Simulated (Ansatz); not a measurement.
Basis-set extrapolation for C₂H₆ClSi, SMILES `CC[SiH]Cl` radical (PBE0-D4/def2-TZVP geometry, frozen core, Ansatz). Multiplicity 2, UHF reference.

```tsv
	def2-TZVPP	def2-QZVPP
HF	-827.735439	-827.761012
MP2 correlation	-0.644070	-0.694103
CCSD(T) correlation	-0.725688	not run
```

Energies in hartree. Use E(X) = E(∞) + A·exp(−7.88·√X) for Hartree–Fock and E(X) = E(∞) + B·X^(−2.97) for correlation, with X = 3 and 4, and add CCSD(T) minus MP2 of the smaller set to the MP2 limit.

**Question.** What is the CCSD(T) energy at the basis-set limit?

**Answer.** HF limit: -827.761012 + (-0.025573) × 0.13774 = -827.76453. MP2 limit: -0.694103 + (-0.050033) × 0.74074 = -0.73116. Higher-order term: -0.725688 − (-0.644070) = -0.08162. Total: -828.57731 hartree, 3.16 eV below CCSD(T)/def2-TZVPP.
